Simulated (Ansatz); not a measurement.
Scan of H₂Be, singlet: symmetric bend, bond length relaxed. Scanned: H-Be-H angle. Other coordinates (Be-H bond length) were minimised at B3LYP/def2-TZVP.

- RKS-PBE/aug-cc-pVDZ = Ansatz (an electronic-structure program) with restricted PBE/aug-cc-pVDZ
- RKS-CAM-B3LYP/aug-cc-pVDZ = restricted CAM-B3LYP/aug-cc-pVDZ (Ansatz)
- FCI/aug-cc-pVDZ = full CI/aug-cc-pVDZ, frozen core in Ansatz

Energies relative to the lowest point of each profile, in eV; the last columns give the error against full CI:

```json
[
 {"a / °": "180", "RKS-PBE/aug-cc-pVDZ": "0.000", "RKS-CAM-B3LYP/aug-cc-pVDZ": "0.000", "FCI/aug-cc-pVDZ": "0.000", "RKS-PBE/aug-cc-pVDZ − FCI/aug-cc-pVDZ": "0.000", "RKS-CAM-B3LYP/aug-cc-pVDZ − FCI/aug-cc-pVDZ": "0.000"},
 {"a / °": "167.89", "RKS-PBE/aug-cc-pVDZ": "0.032", "RKS-CAM-B3LYP/aug-cc-pVDZ": "0.033", "FCI/aug-cc-pVDZ": "0.032", "RKS-PBE/aug-cc-pVDZ − FCI/aug-cc-pVDZ": "0.000", "RKS-CAM-B3LYP/aug-cc-pVDZ − FCI/aug-cc-pVDZ": "0.001"},
 {"a / °": "157.62", "RKS-PBE/aug-cc-pVDZ": "0.110", "RKS-CAM-B3LYP/aug-cc-pVDZ": "0.114", "FCI/aug-cc-pVDZ": "0.110", "RKS-PBE/aug-cc-pVDZ − FCI/aug-cc-pVDZ": "0.000", "RKS-CAM-B3LYP/aug-cc-pVDZ − FCI/aug-cc-pVDZ": "0.005"},
 {"a / °": "151.76", "RKS-PBE/aug-cc-pVDZ": "0.175", "RKS-CAM-B3LYP/aug-cc-pVDZ": "0.182", "FCI/aug-cc-pVDZ": "0.175", "RKS-PBE/aug-cc-pVDZ − FCI/aug-cc-pVDZ": "0.000", "RKS-CAM-B3LYP/aug-cc-pVDZ − FCI/aug-cc-pVDZ": "0.007"},
 {"a / °": "139.81", "RKS-PBE/aug-cc-pVDZ": "0.355", "RKS-CAM-B3LYP/aug-cc-pVDZ": "0.370", "FCI/aug-cc-pVDZ": "0.357", "RKS-PBE/aug-cc-pVDZ − FCI/aug-cc-pVDZ": "-0.003", "RKS-CAM-B3LYP/aug-cc-pVDZ − FCI/aug-cc-pVDZ": "0.013"},
 {"a / °": "128.12", "RKS-PBE/aug-cc-pVDZ": "0.595", "RKS-CAM-B3LYP/aug-cc-pVDZ": "0.622", "FCI/aug-cc-pVDZ": "0.604", "RKS-PBE/aug-cc-pVDZ − FCI/aug-cc-pVDZ": "-0.009", "RKS-CAM-B3LYP/aug-cc-pVDZ − FCI/aug-cc-pVDZ": "0.018"},
 {"a / °": "121.17", "RKS-PBE/aug-cc-pVDZ": "0.770", "RKS-CAM-B3LYP/aug-cc-pVDZ": "0.806", "FCI/aug-cc-pVDZ": "0.785", "RKS-PBE/aug-cc-pVDZ − FCI/aug-cc-pVDZ": "-0.015", "RKS-CAM-B3LYP/aug-cc-pVDZ − FCI/aug-cc-pVDZ": "0.021"},
 {"a / °": "109.11", "RKS-PBE/aug-cc-pVDZ": "1.136", "RKS-CAM-B3LYP/aug-cc-pVDZ": "1.194", "FCI/aug-cc-pVDZ": "1.167", "RKS-PBE/aug-cc-pVDZ − FCI/aug-cc-pVDZ": "-0.031", "RKS-CAM-B3LYP/aug-cc-pVDZ − FCI/aug-cc-pVDZ": "0.026"},
 {"a / °": "98.68", "RKS-PBE/aug-cc-pVDZ": "1.524", "RKS-CAM-B3LYP/aug-cc-pVDZ": "1.607", "FCI/aug-cc-pVDZ": "1.577", "RKS-PBE/aug-cc-pVDZ − FCI/aug-cc-pVDZ": "-0.053", "RKS-CAM-B3LYP/aug-cc-pVDZ − FCI/aug-cc-pVDZ": "0.030"},
 {"a / °": "88.09", "RKS-PBE/aug-cc-pVDZ": "1.995", "RKS-CAM-B3LYP/aug-cc-pVDZ": "2.110", "FCI/aug-cc-pVDZ": "2.079", "RKS-PBE/aug-cc-pVDZ − FCI/aug-cc-pVDZ": "-0.084", "RKS-CAM-B3LYP/aug-cc-pVDZ − FCI/aug-cc-pVDZ": "0.031"},
 {"a / °": "80.18", "RKS-PBE/aug-cc-pVDZ": "2.400", "RKS-CAM-B3LYP/aug-cc-pVDZ": "2.546", "FCI/aug-cc-pVDZ": "2.516", "RKS-PBE/aug-cc-pVDZ − FCI/aug-cc-pVDZ": "-0.116", "RKS-CAM-B3LYP/aug-cc-pVDZ − FCI/aug-cc-pVDZ": "0.030"},
 {"a / °": "72.33", "RKS-PBE/aug-cc-pVDZ": "2.848", "RKS-CAM-B3LYP/aug-cc-pVDZ": "3.032", "FCI/aug-cc-pVDZ": "3.004", "RKS-PBE/aug-cc-pVDZ − FCI/aug-cc-pVDZ": "-0.156", "RKS-CAM-B3LYP/aug-cc-pVDZ − FCI/aug-cc-pVDZ": "0.028"},
 {"a / °": "60", "RKS-PBE/aug-cc-pVDZ": "3.632", "RKS-CAM-B3LYP/aug-cc-pVDZ": "3.893", "FCI/aug-cc-pVDZ": "3.867", "RKS-PBE/aug-cc-pVDZ − FCI/aug-cc-pVDZ": "-0.235", "RKS-CAM-B3LYP/aug-cc-pVDZ − FCI/aug-cc-pVDZ": "0.027"}
]
```

RKS-PBE/aug-cc-pVDZ is furthest from FCI/aug-cc-pVDZ at 60 (-0.235 eV, below); its mean absolute error over the points is 0.054 eV.

RKS-CAM-B3LYP/aug-cc-pVDZ is furthest from FCI/aug-cc-pVDZ at 88.09 (0.031 eV, above); its mean absolute error over the points is 0.018 eV.
